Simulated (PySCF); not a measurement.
Al(CF3)(Cl)2 (CAlCl2F3), SMILES F[C](F)(F)[Al]([Cl])[Cl]. Atoms are numbered in the order given.

```xyz
7

Al    -0.0789     0.1333     0.5422
C      0.1465    -0.3414    -1.3978
F     -0.7087     0.3046    -2.2021
F     -0.0215    -1.6552    -1.6189
F      1.3894    -0.0297    -1.8140
Cl    -1.1585     1.8252     1.0854
Cl     0.8181    -1.0759     1.9765
```
Charge 0, spin multiplicity 1.

The structure is a stationary point at PBE0-D3(BJ)/def2-SVP. The structure was generated by enumeration; whether it is a known compound was not checked.

Computed with TDA-PBE/def2-SVPD in PySCF 2.14.0.

Vertical excitations. Gas-phase values at a fixed geometry.

```csv
state,energy (eV),λ (nm),f,main pairs
S1,5.55,223,0.010,HOMO→LUMO 97 %
S2,5.80,214,0.000,HOMO−1→LUMO 100 %
S3,6.27,198,0.015,"HOMO−1→LUMO+1 54 %, HOMO−2→LUMO 31 %, HOMO→LUMO+1 12 %"
S4,6.29,197,0.097,HOMO→LUMO+1 76 %
S5,6.48,191,0.004,"HOMO−4→LUMO 50 %, HOMO−3→LUMO 47 %"
S6,6.48,191,0.061,"HOMO−2→LUMO 42 %, HOMO−1→LUMO+1 30 %, HOMO−2→LUMO+1 23 %"
S7,6.56,189,0.025,"HOMO−2→LUMO+1 77 %, HOMO−2→LUMO 14 %"
S8,6.82,182,0.064,"HOMO−3→LUMO 42 %, HOMO−4→LUMO 37 %, HOMO−3→LUMO+1 10 %"
S9,7.00,177,0.016,"HOMO−4→LUMO+1 63 %, HOMO−3→LUMO+1 25 %"
S10,7.04,176,0.082,"HOMO−3→LUMO+1 62 %, HOMO−4→LUMO+1 32 %"
T1,5.06,245,0,HOMO→LUMO 99 %
T2,5.53,224,0,HOMO→LUMO+1 98 %
T3,5.69,218,0,HOMO−1→LUMO 100 %
T4,5.80,214,0,HOMO−2→LUMO 99 %
```
Triplets are in the Tamm–Dancoff approximation.
